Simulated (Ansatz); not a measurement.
Consider the atomization: `C[Si](N)(F)P` → C• + F• + 7 H• + N• + P• + Si•.

Program: Ansatz. Geometries: PBE0-D4/def2-TZVP. ΔE: electronic, gas phase. CCSD(T)/CBS is the MP2 limit (def2-TZVPP, def2-QZVPP) plus CCSD(T) − MP2 in def2-TZVPP, frozen cores. This one scheme is used for every species, atoms too. Functionals use def2-TZVPP. Open shells (•) are unrestricted, without spin–orbit coupling. Spin–orbit coupling would lower the free atoms: a little for C, F, Si. One conformer a species, not always the lowest.

```
       species  r2SCAN-D4 energy (Eh)
`C[Si](N)(F)P`             -827.84805
            C•              -37.83292
            F•              -99.72763
            H•               -0.49993
            N•              -54.58101
            P•             -341.23792
           Si•             -289.34127
```

Q: Work out ΔE.

A: ΔE = 7 × (-0.49993) + (-37.83292) + (-99.72763) + (-54.58101) + (-341.23792) + (-289.34127) − (-827.84805) = 1.62779 Eh = +44.29 eV. CCSD(T)/CBS gives +44.39 eV.

Largest T1 diagnostic among the species: 0.012.

In def2-TZVPP, CCSD(T) changes the Hartree–Fock value by +11.08 eV (the triples alone add +0.59 eV) and MP2 by +11.47 eV; breaking electron pairs costs correlation energy, which Hartree–Fock lacks. From PBE to PBE0 (25 % exact exchange), in def2-TZVPP and without D4, ΔE moves by −0.65 eV: exact exchange takes away binding that semilocal exchange gives to molecules. The D4 term adds +0.46 eV with B3LYP and +0.24 eV with PBE0; it sums over pairs of atoms, weighted by their polarisabilities, and B3LYP, whose exchange is more repulsive, gets the larger term.

B3LYP here is the variant with VWN-RPA as its local correlation; programs differ in this.

For atomizations the MP2-based limit and the directly extrapolated one differ by several kJ/mol either way, and by 10 to 25 for some Ge, Se and Sn compounds, so smaller differences from it don't rank the levels.
